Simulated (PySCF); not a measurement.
PySCF input (B3PW91/6-31G* (5d)):

```python
from pyscf import gto, dft

mol = gto.M(
    atom='''
    Al   -0.00000000   -0.00000000   -0.11592333
    H     0.00000000    0.00000000    1.50700331
    ''',
    basis='6-31g*',
    charge=1,
    spin=1,
    symmetry='C2v',
    verbose=4,
)

mf = dft.UKS(mol, xc='b3pw91')
mf.grids.level = 3
mf.conv_tol = 1e-9
mf.max_cycle = 100
mf.max_memory = 1500
mf.kernel()
if not mf.converged:
    mf = mf.newton()
    mf.kernel(mf.make_rdm1())
mf.dip_moment()
```

Output:

```
PySCF version 2.14.0

[INPUT] verbose = 4
[INPUT] num. atoms = 2
[INPUT] num. electrons = 13
[INPUT] charge = 1
[INPUT] spin (= nelec alpha-beta = 2S) = 1
[INPUT] symmetry C2v subgroup None
[INPUT] Mole.unit = angstrom
[INPUT] Symbol           X                Y                Z      unit          X                Y                Z       unit  Magmom
[INPUT]  1 Al     0.000000000000   0.000000000000  -0.115923330000 AA    0.000000000000   0.000000000000  -0.219063345148 Bohr   0.0
[INPUT]  2 H      0.000000000000   0.000000000000   1.507003310000 AA    0.000000000000   0.000000000000   2.847823524713 Bohr   0.0

nuclear repulsion = 4.23882606422678
point group symmetry = Coov, use subgroup C2v
symmetry origin: [0.00000000e+00 0.00000000e+00 2.69960876e-09]
symmetry axis x: [1. 0. 0.]
symmetry axis y: [0. 1. 0.]
symmetry axis z: [0. 0. 1.]
num. orbitals of irrep A1 = 11
num. orbitals of irrep A2 = 1
num. orbitals of irrep B1 = 4
num. orbitals of irrep B2 = 4
number of shells = 10
number of NR pGTOs = 55
number of NR cGTOs = 20
basis = 6-31g*
ecp = {}

******** <class 'pyscf.dft.uks_symm.SymAdaptedUKS'> ********
method = SymAdaptedUKS
initial guess = minao
damping factor = 0
level_shift factor = 0
DIIS = <class 'pyscf.scf.diis.CDIIS'>
diis_start_cycle = 1
diis_space = 8
diis_damp = 0
SCF conv_tol = 1e-09
SCF conv_tol_grad = None
SCF max_cycles = 100
direct_scf = True
direct_scf_tol = 1e-13
number electrons alpha = 7  beta = 6
XC library pyscf.dft.libxc version 7.1.2
    S. Lehtola, C. Steigemann, M. J. T. Oliveira, and M. A. L. Marques,  SoftwareX 7, 1–5 (2018)
XC functionals = b3pw91
    A. D. Becke,  J. Chem. Phys. 98, 5648 (1993)
radial grids:
    Treutler-Ahlrichs [JCP 102, 346 (1995); DOI:10.1063/1.469408] (M4) radial grids

becke partition: Becke, JCP 88, 2547 (1988); DOI:10.1063/1.454033
pruning grids: <function nwchem_prune>
grids dens level: 3
symmetrized grids: C2v
atomic radii adjust function: <function treutler_atomic_radii_adjust>
small_rho_cutoff = 0
Freeze 0 electrons in irreps []
    13 free electrons in irreps A1 A2 B1 B2
Set gradient conv threshold to 3.16228e-05
tot grids = 28992
init E= -242.802503848399
alpha HOMO (A1) = -0.199648680102051  LUMO (B2) = -0.0783556581909519
beta  HOMO (A1) = -0.400559309410355  LUMO (A1) = -0.199648680102051

WARN: HOMO -0.199648680102051 >= LUMO -0.199648680102051

WARN: alpha-A1 HOMO -0.199648680102051 > system LUMO -0.199648680102051

WARN: beta-A1 LUMO -0.199648680102051 < system HOMO -0.199648680102051

cycle= 1 E= -242.604475353454  delta_E= 0.198  |g|= 0.115  |ddm|= 0.786
alpha HOMO (A1) = -0.529663747079804  LUMO (B1) = -0.355560139057439
beta  HOMO (A1) = -0.644429099699429  LUMO (A1) = -0.421017400731003
  HOMO = -0.52966374708  LUMO = -0.421017400731  gap/eV = 2.95642
cycle= 2 E= -242.622594752316  delta_E= -0.0181  |g|= 0.0463  |ddm|= 0.553
alpha HOMO (A1) = -0.516749923058459  LUMO (B2) = -0.327621979499001
beta  HOMO (A1) = -0.637493564192659  LUMO (A1) = -0.398275497880069
  HOMO = -0.516749923058  LUMO = -0.39827549788  gap/eV = 3.22385
cycle= 3 E= -242.624972388971  delta_E= -0.00238  |g|= 0.0111  |ddm|= 0.109
alpha HOMO (A1) = -0.5132483650779  LUMO (B1) = -0.323738710964974
beta  HOMO (A1) = -0.627204319792749  LUMO (A1) = -0.38940212577374
  HOMO = -0.513248365078  LUMO = -0.389402125774  gap/eV = 3.37003
cycle= 4 E= -242.625144497518  delta_E= -0.000172  |g|= 0.00217  |ddm|= 0.0304
alpha HOMO (A1) = -0.513823490523886  LUMO (B1) = -0.323316779004705
beta  HOMO (A1) = -0.628241259065525  LUMO (A1) = -0.388663148785315
  HOMO = -0.513823490524  LUMO = -0.388663148785  gap/eV = 3.40579
cycle= 5 E= -242.625153116759  delta_E= -8.62e-06  |g|= 0.000356  |ddm|= 0.00642
alpha HOMO (A1) = -0.514008315129358  LUMO (B2) = -0.323399210314805
beta  HOMO (A1) = -0.62831435689763  LUMO (A1) = -0.388649817014921
  HOMO = -0.514008315129  LUMO = -0.388649817015  gap/eV = 3.41118
cycle= 6 E= -242.625153433942  delta_E= -3.17e-07  |g|= 0.000101  |ddm|= 0.00148
alpha HOMO (A1) = -0.514017852733468  LUMO (B1) = -0.323383627805908
beta  HOMO (A1) = -0.628328992071477  LUMO (A1) = -0.388658754934894
  HOMO = -0.514017852733  LUMO = -0.388658754935  gap/eV = 3.41119
cycle= 7 E= -242.625153462356  delta_E= -2.84e-08  |g|= 1.95e-05  |ddm|= 0.000476
alpha HOMO (A1) = -0.514018694076994  LUMO (B2) = -0.323380591123948
beta  HOMO (A1) = -0.628328628516412  LUMO (A1) = -0.388663264217387
  HOMO = -0.514018694077  LUMO = -0.388663264217  gap/eV = 3.41109
cycle= 8 E= -242.625153463854  delta_E= -1.5e-09  |g|= 1.81e-06  |ddm|= 0.000115
alpha HOMO (A1) = -0.514018885753956  LUMO (B1) = -0.323380233430618
beta  HOMO (A1) = -0.628327624693602  LUMO (A1) = -0.388663610754141
  HOMO = -0.514018885754  LUMO = -0.388663610754  gap/eV = 3.41109
cycle= 9 E= -242.625153463864  delta_E= -1.05e-11  |g|= 1.75e-07  |ddm|= 9.07e-06
alpha HOMO (A1) = -0.514018912276947  LUMO (B1) = -0.323380243991777
beta  HOMO (A1) = -0.628327677363498  LUMO (A1) = -0.388663634638796
  HOMO = -0.514018912277  LUMO = -0.388663634639  gap/eV = 3.41109
Extra cycle  E= -242.625153463864  delta_E= -1.14e-13  |g|= 4.23e-08  |ddm|= 5.17e-07
converged SCF energy = -242.625153463864  <S^2> = 0.75810971  2S+1 = 2.0080933

WARN: System has nonzero charge 1; the dipole moment is origin-dependent.
Location of origin: [0. 0. 0.]

Dipole moment(X, Y, Z, Debye):  0.00000,  0.00000, -0.63603
```

The dipole moment of an ion depends on the origin.
